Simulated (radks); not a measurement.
Coulomb parameter of the 4d shell of neutral palladium in the model configuration [Kr] 4d8 5p2, as a second difference U = [E(n + 0.5) + E(n - 0.5) - 2 E(n)] / (0.5)^2 with all orbitals relaxed. "Bare": the charge of the atom changes with n. "Screened": the 5p shell takes up the change at fixed total charge, which measures U(4d,4d) + U(5p,5p) - 2 U(4d,5p). Calculated with a radial shooting solver on a logarithmic mesh with Libxc functionals: Dirac Kohn-Sham, PBE, spin-unpolarised, spherical densities, point nucleus; open shells are shared between the two j in proportion to 2j + 1.

\begin{tabular}{lrr}
case & configuration & E - E(n) (eV) \\ \hline
start & [Kr] 4d8 5p2 & 0.000 \\
bare +0.5 & [Kr] 4d8.5 5p2 & -5.261 \\
bare -0.5 & [Kr] 4d7.5 5p2 & 7.730 \\
screened +0.5 & [Kr] 4d8.5 5p1.5 & -4.632 \\
screened -0.5 & [Kr] 4d7.5 5p2.5 & 5.464 \\
\end{tabular}

U(bare) = 9.876 eV, U(screened by 5p) = 3.327 eV. The step up makes a negative ion, whose loosely bound charge lowers the bare value.
